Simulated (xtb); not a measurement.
silicon monoxide (OSi), singlet, at a GFN2-xTB geometry; GFN2-xTB run with xtb.

xtb was given this input:
```
$ xtb mol.xyz --gfn 2 --acc 0.1 --json

# file mol.xyz
2

Si    -0.00000000    -0.00000000    -0.54858235
O      0.00000000     0.00000000     0.96001912
```

It wrote (shortened):

```
   ID    Z sym.   atoms
    1   14 Si     1
    2    8 O      2

           -------------------------------------------------
          |                Calculation Setup                |
           -------------------------------------------------

           -------------------------------------------------
          |                 G F N 2 - x T B                 |
           -------------------------------------------------

          ...................................................
          :                      SETUP                      :
          :.................................................:
          :  # basis functions                  14          :
          :  # atomic orbitals                  13          :
          :  # shells                            5          :
          :  # electrons                        10          :
          :  max. iterations                   250          :
          :  Hamiltonian                  GFN2-xTB          :
          :  restarted?                      false          :
          :  GBSA solvation                  false          :
          :  PC potential                    false          :
          :  electronic temp.          300.0000000     K    :
          :  accuracy                    0.1000000          :
          :  -> integral cutoff          0.3500000E+02      :
          :  -> integral neglect         0.1000000E-08      :
          :  -> SCF convergence          0.1000000E-06 Eh   :
          :  -> wf. convergence          0.1000000E-04 e    :
          :  Broyden damping             0.4000000          :
          :  net charge                          0          :
          :  unpaired electrons                  0          :
          ...................................................

 iter      E             dE          RMSdq      gap      omega  full diag
   1     -5.8331987 -0.583320E+01  0.264E+01    4.03       0.0  T
   2     -5.8451422 -0.119435E-01  0.185E+01    3.88       1.0  T
   3     -5.8453823 -0.240039E-03  0.341E+00    3.92       1.0  T
   4     -5.8435336  0.184864E-02  0.197E+00    4.19       1.0  T
   5     -5.7999721  0.435616E-01  0.573E+00    3.69       1.0  T
   6     -5.8470988 -0.471267E-01  0.101E+00    4.15       1.0  T
   7     -5.8477166 -0.617843E-03  0.797E-01    4.14       1.0  T
   8     -5.8487886 -0.107197E-02  0.926E-02    4.08       1.0  T
   9     -5.8488041 -0.154745E-04  0.169E-02    4.07       4.2  T
  10     -5.8488041  0.884683E-08  0.316E-03    4.07      22.4  T
  11     -5.8488041 -0.107109E-07  0.136E-03    4.07      52.0  T
  12     -5.8488041 -0.344390E-08  0.972E-05    4.07     727.8  T
  13     -5.8488041 -0.116858E-10  0.473E-05    4.07    1493.4  T

   *** convergence criteria satisfied after 13 iterations ***

         :::::::::::::::::::::::::::::::::::::::::::::::::::::
         ::                     SUMMARY                     ::
         :::::::::::::::::::::::::::::::::::::::::::::::::::::
         :: total energy              -5.812732614797 Eh    ::
         :: gradient norm              0.000000694144 Eh/a0 ::
         :: HOMO-LUMO gap              4.072025289165 eV    ::
         ::.................................................::
         :: SCC energy                -5.848804075110 Eh    ::
         :: -> isotropic ES            0.027301945758 Eh    ::
         :: -> anisotropic ES          0.009303053653 Eh    ::
         :: -> anisotropic XC         -0.017013384801 Eh    ::
         :: -> dispersion             -0.000516281039 Eh    ::
         :: repulsion energy           0.036071460313 Eh    ::
         :: add. restraining           0.000000000000 Eh    ::
         :: total charge              -0.000000000000 e     ::
         :::::::::::::::::::::::::::::::::::::::::::::::::::::

           -------------------------------------------------
          |                Property Printout                |
           -------------------------------------------------

    * Orbital Energies and Occupations

         #    Occupation            Energy/Eh            Energy/eV
      -------------------------------------------------------------
         1        2.0000           -0.6918244             -18.8255
         2        2.0000           -0.5233642             -14.2415
         3        2.0000           -0.4376845             -11.9100
         4        2.0000           -0.4376845             -11.9100
         5        2.0000           -0.3800925             -10.3428 (HOMO)
         6                         -0.2304483              -6.2708 (LUMO)
         7                         -0.2304483              -6.2708
         8                         -0.0924033              -2.5144
         9                         -0.0300128              -0.8167
        10                         -0.0300128              -0.8167
        11                          0.0860349               2.3411
        12                          0.0860349               2.3411
        13                          0.9534377              25.9444
      -------------------------------------------------------------
                  HL-Gap            0.1496442 Eh            4.0720 eV
             Fermi-level           -0.3052704 Eh           -8.3068 eV

     #   Z          covCN         q      C6AA      α(0)
     1  14 Si       0.771     0.402   224.422    32.556
     2   8 O        0.771    -0.402    21.758     6.252

 Mol. C6AA /au·bohr⁶  :        371.141566
 Mol. C8AA /au·bohr⁸  :      21238.869979
 Mol. α(0) /au        :         38.808070

Wiberg/Mayer (AO) data.
largest (>0.10) Wiberg bond orders for each atom

 ---------------------------------------------------------------------------
     #   Z sym  total        # sym  WBO       # sym  WBO       # sym  WBO
 ---------------------------------------------------------------------------
     1  14 Si   2.337 --     2 O    2.337
     2   8 O    2.337 --     1 Si   2.337
 ---------------------------------------------------------------------------

Topologies differ in total number of bonds
Writing topology from bond orders to xtbtopo.mol

molecular dipole:
                 x           y           z       tot (Debye)
 q only:        0.000       0.000      -1.146
   full:        0.000      -0.000      -1.200       3.049
molecular quadrupole (traceless):
                xx          xy          yy          xz          yz          zz
 q only:        0.445       0.000       0.445       0.000       0.000      -0.891
  q+dip:        0.328       0.000       0.328      -0.000       0.000      -0.656
   full:        2.282      -0.000       2.282      -0.000       0.000      -4.565

           -------------------------------------------------
          | TOTAL ENERGY               -5.812732614797 Eh   |
          | GRADIENT NORM               0.000000694144 Eh/α |
          | HOMO-LUMO GAP               4.072025289165 eV   |
           -------------------------------------------------

normal termination of xtb
```
